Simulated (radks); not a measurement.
Values are calculated unless marked as measured or tabulated.
Problem. Coherent X-ray form factor from a spherical all-electron density. Code: a radial shooting solver on a logarithmic mesh with Libxc functionals. Model: Dirac Kohn-Sham, RPBE, spin-unpolarised, spherical densities, finite nucleus; Fermi nuclear charge, rms radius of each element as measured or else 0.836 A^(1/3) + 0.57 fm.

sin(theta)/lambda (1/angstrom)  f0 (electrons)
0.05                                     9.964
0.1                                      9.856
0.15                                     9.680
0.2                                      9.442
0.25                                     9.148
0.3                                      8.808
0.4                                      8.022
0.5                                      7.159
0.6                                      6.288
0.8                                      4.707
1                                        3.494
1.25                                     2.499
1.5                                      1.927
2                                        1.415

The species is in the configuration that NIST lists as its ground one. Which atom or ion scatters so?

Solution. The sulfur ion S6+, [Ne]. Extrapolating in s^2 from the first two rows gives f0(0) = 10.0, near the electron count 10; among species with that count, the fall with angle is slower the higher Z, and the table is that of Z = 16; from so few rows the species is fixed only to a neighbour or two.
